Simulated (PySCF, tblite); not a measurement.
One entry of a table of gas-phase calculations, keyed by method. Lists by class give the value and the number of equivalent atoms.

```json
{
 "formula": "C6H6F2Si",
 "smiles": "C#C[C@@]1(F)CC=C1[SiH2]F",
 "inchi": "InChI=1S/C6H6F2Si/c1-2-6(7)4-3-5(6)9-8/h1,3H,4,9H2/t6-/m1/s1",
 "charge": 0,
 "multiplicity": 1,
 "geometry_level": "GFN2-xTB",
 "atoms_angstrom": [
  ["C", 2.492, 1.417, -0.453],
  ["C", 1.638, 0.598, -0.641],
  ["C", 0.601, -0.379, -0.867],
  ["F", 0.433, -0.587, -2.227],
  ["C", 0.719, -1.7, -0.051],
  ["C", -0.554, -1.256, 0.609],
  ["C", -0.701, -0.136, -0.11],
  ["Si", -1.939, 1.253, -0.26],
  ["F", -3.006, 1.02, 0.926],
  ["H", 3.242, 2.13, -0.286],
  ["H", 0.631, -2.589, -0.673],
  ["H", 1.601, -1.778, 0.584],
  ["H", -1.132, -1.703, 1.397],
  ["H", -2.709, 1.176, -1.491],
  ["H", -1.321, 2.542, 0.014]
 ],
 "electronic_structure_code": "PySCF",
 "results": {
  "GFN2-xTB geometry": {
   "point_group": "C1",
   "rotational_constants_GHz": [2.131, 0.911, 0.81]
  },
  "CAM-B3LYP/def2-SVPD ground state and vertical TDDFT (core frozen in the response)": {
   "dipole_D": 1.77,
   "homo_eV": -9.31,
   "lumo_eV": 0.04,
   "S1_eV": 5.89,
   "strongest_line_of_8_singlets_eV": 6.67,
   "T1_tda_eV": 4.07,
   "polarisability_au": 89.0,
   "r2_bohr2_about_centre_of_nuclear_charge": 1468.9,
   "singlets_eV_and_f": [
    [5.89, 0.006],
    [6.37, 0.069],
    [6.54, 0.035],
    [6.67, 0.082],
    [6.92, 0.003],
    [7.08, 0.076],
    [7.35, 0.004],
    [7.44, 0.022]
   ],
   "triplets_tda_eV": [4.07, 5.29, 5.54]
  },
  "PBE0/pcSseg-1 ground state and GIAO shieldings, non-relativistic": {
   "shift_vs_computed_TMS_C_by_class_ppm": [
    [166.8, 1],
    [157.9, 1],
    [88.4, 1],
    [85.2, 1],
    [84.4, 1],
    [51.1, 1]
   ],
   "shift_vs_computed_TMS_H_by_class_ppm": [
    [7.52, 1],
    [5.48, 1],
    [5.45, 1],
    [3.28, 1],
    [3.16, 1],
    [2.24, 1]
   ],
   "shielding_other_nuclei_by_class_ppm": [
    ["F", 337.6, 1],
    ["F", 411.9, 1],
    ["Si", 364.0, 1]
   ],
   "charges_hirshfeld_e_by_atom": [-0.09, -0.05, 0.11, -0.11, -0.07, -0.01, -0.11, 0.43, -0.21, 0.1, 0.05, 0.05, 0.07, -0.07, -0.07]
  },
  "GFN2-xTB harmonic vibrations, gas phase": {
   "strongest_ir_bands_cm-1_km_per_mol_modes": [
    [553.0, 91.6, 1],
    [718.5, 145.9, 1],
    [760.4, 269.4, 1],
    [813.9, 255.0, 1],
    [2321.1, 320.4, 1],
    [2343.6, 151.1, 1]
   ],
   "zpe_kcal_per_mol": 59.5
  }
 }
}
```

The zero-point energy, half the sum of the 39 harmonic wavenumbers, equals 20820 cm⁻¹ or 249 kJ/mol. No computed singlet falls in the visible range (750 to 380 nm, 1.65 to 3.26 eV); S1 lies 2.63 eV above its blue end. The dipole equals about 5.9 × 10⁻³⁰ C·m (1 D = 3.33564 × 10⁻³⁰ C·m). With B = h/(8π²I), that is 505.379 GHz u Å² over I, the principal moments of inertia are 237.1, 554.7 and 623.7 u Å² (most abundant isotopes). S1 lies 3.46 eV below the HOMO–LUMO gap; its leading configuration is HOMO−1→LUMO, weight 0.45, beside HOMO→LUMO, weight 0.29.

For the NMR shielding job (PBE0/pcSseg-1), hardware: one thread, Intel Xeon at 2.70 GHz (x86_64), no GPU, shared host with 64 logical CPUs at a one-minute load of 63. Cost: 52 s wall, 0.84 GiB resident at most.

Conformer computed: `[CH:1]#[C:2][C@@:3]1([F:4])[CH2:5][CH:6]=[C:7]1[SiH2:8][F:9]`: C6–C7–Si8–F9 7°.

One conformer stands for the species.
